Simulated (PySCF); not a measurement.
Compound: C6H9NOSi.
Numbering: `[NH2:1][SiH2:2][O:3][c:4]1[cH:5][cH:6][cH:7][cH:8][cH:9]1` (hydrogens: H10, H11 on N1; H12, H13 on Si2; H14 on C5; H15 on C6; H16 on C7; H17 on C8; H18 on C9)

Computed by this run: PySCF 2.14.0, PBE0-D3(BJ)/def2-SVP geometry optimisation, gas phase; density fitting, grid level 1; the optimiser is geomeTRIC in internal coordinates, started from a GFN2-xTB structure with every atom displaced at random (about 0.01 Å).

Step 9: E = -17760.9621 eV
```
atom  x, y, z in Å  |  force x, y, z in eV/Å
N1     -3.1803   -0.4621   -0.2784   -0.035  -0.053   0.203
Si2    -2.3859    0.8367    0.5122   -0.036  -0.004   0.002
O3     -0.8834    1.2502   -0.1137    0.103  -0.096  -0.015
C4      0.2781    0.5549   -0.1198    0.075   0.035   0.008
C5      0.3310   -0.8407   -0.2163   -0.080  -0.001   0.000
C6      1.5617   -1.4973   -0.2218   -0.016  -0.083  -0.016
C7      2.7553   -0.7842   -0.1383   -0.216   0.157   0.005
C8      2.6929    0.6086   -0.0514    0.133   0.050   0.009
C9      1.4733    1.2791   -0.0415    0.001  -0.081   0.002
H10    -3.6939   -0.4077   -1.1464    0.028   0.044  -0.095
H11    -3.3681   -1.3182    0.2309    0.016   0.034  -0.086
H12    -2.2380    0.3874    1.9252    0.067   0.016   0.015
H13    -3.1002    2.1309    0.3829   -0.075  -0.018  -0.032
H14    -0.6022   -1.3986   -0.3090   -0.019  -0.035  -0.003
H15     1.5839   -2.5876   -0.3002   -0.024   0.002   0.003
H16     3.7159   -1.3019   -0.1451    0.017   0.005   0.003
H17     3.6170    1.1869    0.0140    0.033   0.034  -0.002
H18     1.4161    2.3670    0.0295    0.028  -0.007  -0.001
```

Step 10: E = -17760.9690 eV
```
atom  x, y, z in Å  |  force x, y, z in eV/Å
N1     -3.1560   -0.4686   -0.2848   -0.069  -0.041   0.153
Si2    -2.3839    0.8337    0.5217    0.004  -0.002  -0.012
O3     -0.8813    1.2565   -0.0992    0.031  -0.018  -0.010
C4      0.2784    0.5596   -0.1116    0.032   0.012   0.012
C5      0.3202   -0.8369   -0.2039   -0.038  -0.011  -0.001
C6      1.5479   -1.4979   -0.2162   -0.019   0.008  -0.006
C7      2.7408   -0.7823   -0.1431   -0.033   0.045   0.003
C8      2.6938    0.6107   -0.0598    0.038   0.000   0.001
C9      1.4755    1.2820   -0.0433   -0.019  -0.038   0.000
H10    -3.6352   -0.4062   -1.1730    0.032   0.026  -0.045
H11    -3.3710   -1.3237    0.2142    0.025   0.019  -0.069
H12    -2.2293    0.3900    1.9365    0.024   0.001  -0.001
H13    -3.1207    2.1158    0.3882   -0.030  -0.006  -0.023
H14    -0.6160   -1.3920   -0.2882   -0.009  -0.004  -0.002
H15     1.5673   -2.5884   -0.2908   -0.006   0.006   0.003
H16     3.6998   -1.3038   -0.1549    0.013  -0.001   0.001
H17     3.6217    1.1847   -0.0036    0.014   0.009  -0.002
H18     1.4213    2.3704    0.0246    0.011  -0.006   0.000
```

Step 11: E = -17760.9737 eV
```
atom  x, y, z in Å  |  force x, y, z in eV/Å
N1     -3.1615   -0.4786   -0.2388   -0.087  -0.017   0.088
Si2    -2.3772    0.8474    0.5112    0.035   0.011  -0.013
O3     -0.8812    1.2618   -0.1367   -0.023   0.029  -0.013
C4      0.2770    0.5640   -0.1320    0.010  -0.004   0.007
C5      0.3113   -0.8311   -0.2462    0.004  -0.022  -0.001
C6      1.5358   -1.4975   -0.2434   -0.020   0.053   0.003
C7      2.7282   -0.7854   -0.1328    0.074  -0.024   0.001
C8      2.6919    0.6061   -0.0279   -0.029  -0.038  -0.004
C9      1.4753    1.2800   -0.0263   -0.028   0.010   0.001
H10    -3.6790   -0.4319   -1.1068    0.042   0.014  -0.029
H11    -3.2814   -1.3615    0.2408    0.017  -0.013  -0.034
H12    -2.1823    0.4608    1.9374    0.001   0.000  -0.002
H13    -3.1416    2.1063    0.3264   -0.003  -0.001  -0.004
H14    -0.6257   -1.3800   -0.3588   -0.003   0.011  -0.001
H15     1.5529   -2.5866   -0.3349    0.006   0.006   0.002
H16     3.6851   -1.3115   -0.1326    0.007  -0.006   0.000
H17     3.6220    1.1739    0.0566   -0.003  -0.006  -0.002
H18     1.4237    2.3673    0.0577    0.001  -0.001  -0.001
```

Step 12: E = -17760.9766 eV
```
atom  x, y, z in Å  |  force x, y, z in eV/Å
N1     -3.1694   -0.4854   -0.1956   -0.095  -0.001   0.048
Si2    -2.3730    0.8580    0.5071    0.059   0.010  -0.025
O3     -0.8843    1.2664   -0.1668   -0.040   0.029  -0.018
C4      0.2729    0.5673   -0.1484    0.004  -0.002   0.006
C5      0.3054   -0.8264   -0.2789    0.025  -0.020   0.000
C6      1.5283   -1.4957   -0.2635   -0.013   0.015   0.003
C7      2.7220   -0.7907   -0.1249    0.041  -0.012   0.000
C8      2.6864    0.5994   -0.0039   -0.014  -0.021  -0.002
C9      1.4717    1.2771   -0.0138   -0.019   0.017  -0.001
H10    -3.7019   -0.4443   -1.0551    0.041  -0.003  -0.018
H11    -3.2111   -1.3930    0.2484    0.026  -0.016  -0.007
H12    -2.1399    0.5251    1.9408   -0.029  -0.011  -0.003
H13    -3.1630    2.0935    0.2792    0.018   0.012   0.016
H14    -0.6308   -1.3717   -0.4134    0.002   0.011   0.000
H15     1.5432   -2.5836   -0.3675    0.005  -0.001   0.001
H16     3.6774   -1.3197   -0.1153   -0.004  -0.003   0.000
H17     3.6165    1.1637    0.1021   -0.007  -0.004   0.000
H18     1.4227    2.3634    0.0824    0.001   0.002   0.000
```

**Question.** Estimate the geometry and energy of step 13. (The exact step hangs on the optimiser's Hessian estimate; all steps are aligned on step 12, rigid shifts and turns removed.)

**Answer.** E = -17760.9783 eV, largest force 0.097 eV/Å
```
atom  x, y, z in Å  |  force x, y, z in eV/Å
N1     -3.1808   -0.4865   -0.1673   -0.093   0.026   0.012
Si2    -2.3701    0.8641    0.5046    0.046   0.000  -0.020
O3     -0.8868    1.2659   -0.1868   -0.032   0.013  -0.012
C4      0.2707    0.5673   -0.1593   -0.006  -0.003   0.000
C5      0.3040   -0.8259   -0.2976    0.023   0.004   0.001
C6      1.5262   -1.4956   -0.2737   -0.001  -0.006   0.003
C7      2.7195   -0.7927   -0.1193    0.017  -0.012   0.000
C8      2.6826    0.5964    0.0091   -0.010  -0.006  -0.001
C9      1.4682    1.2753   -0.0088    0.000   0.013   0.001
H10    -3.7159   -0.4498   -1.0254    0.039  -0.013  -0.020
H11    -3.1719   -1.4074    0.2496    0.029  -0.019   0.012
H12    -2.1230    0.5540    1.9407   -0.019  -0.004   0.002
H13    -3.1659    2.0922    0.2590    0.013   0.008   0.021
H14    -0.6314   -1.3691   -0.4454    0.003   0.005   0.002
H15     1.5417   -2.5829   -0.3835    0.004  -0.003   0.000
H16     3.6743   -1.3227   -0.1034   -0.005  -0.002   0.000
H17     3.6117    1.1599    0.1272   -0.005  -0.003   0.001
H18     1.4201    2.3611    0.0931   -0.003   0.001  -0.001
```

The energy changes by -0.0017 eV. The first-order estimate −F·Δx gives -0.0022 eV and the mean of the old and new forces, exact on a quadratic surface, -0.0017 eV. The step makes an angle of 82° with the force vector and moves no atom by more than 0.042 Å.

The cost below is that of the whole optimisation. On an AMD EPYC 7B13 with one thread, on a shared host, this took 4.3 min wall and 0.74 GiB of memory at its peak.
